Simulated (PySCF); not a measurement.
Cartesian coordinates in Å; atom numbers follow the order of the lines, from 1:
```xyz
23

C     2.805   -1.451    0.829
B     1.737   -0.424    0.300
C     1.947    0.318   -1.066
C     0.437   -0.158    1.168
C    -0.568    0.812    0.641
C    -1.703    0.547   -0.028
C    -2.590    1.651   -0.526
C    -2.188   -0.838   -0.339
H     2.757   -2.340    0.172
H     3.833   -1.066    0.712
H     2.662   -1.793    1.865
H     2.135    1.384   -0.832
H     2.788   -0.044   -1.675
H     1.022    0.325   -1.666
H    -0.005   -1.153    1.365
H     0.799    0.164    2.165
H    -0.321    1.872    0.786
H    -3.593    1.591   -0.069
H    -2.741    1.580   -1.617
H    -2.173    2.644   -0.304
H    -2.207   -1.009   -1.430
H    -3.224   -0.979    0.013
H    -1.568   -1.625    0.110
```

Computational details: NMR shieldings at PBE0/pcSseg-1/GIAO, coordinates at the PBE0-D3(BJ)/def2-SVP level, in PySCF (non-relativistic Hamiltonian, rapidly exchanging positions averaged, gas phase, a single conformation).

References, each an isolated molecule treated in the same way: TMS for ¹³C, ¹H; BF3·OEt2 for ¹¹B.

```tsv
atoms	nucleus	count	Hirshfeld charge	δ (ppm)
H21/H22/H23	¹H	3	0.04	1.50
H9/H10/H11/H12/H13/H14	¹H	6	0.04	0.84
H18/H19/H20	¹H	3	0.04	?
C4	¹³C	1	-0.14	36.1
C8	¹³C	1	-0.12	18.1
C7	¹³C	1	-0.12	28.1
C5	¹³C	1	-0.06	132.7
C1/C3	¹³C	2	-0.20	?
B2	¹¹B	1	0.21	89.3
C6	¹³C	1	0.00	135.7
H17	¹H	1	0.03	?
H15/H16	¹H	2	0.04	?
```

Problem. Fill in the missing shifts.

Solution. 
- C1/C3: 15.0 ppm, methyl carbon bonded to B
- H17: 5.58 ppm, hydrogen on an alkene CH; attached to an sp2 carbon and in the plane of the double bond
- H15/H16: 2.18 ppm, hydrogen on an allylic sp3 CH2 bonded to B; allylic position
- H18/H19/H20: 1.76 ppm, hydrogen on an allylic methyl carbon; allylic position

A carbon bonded to boron is broadened by the quadrupolar boron nucleus and is often missing from a measured spectrum. Shifts are as computed. Against solution values, carbons near 30 ppm lie about +2 ppm off and those near 130 ppm about +5 ppm. Of 1309 compounds with measured shifts, 239 miss one by over three times the rms of a fit or turn the order of signals round; such compounds aren't used in these exercises.
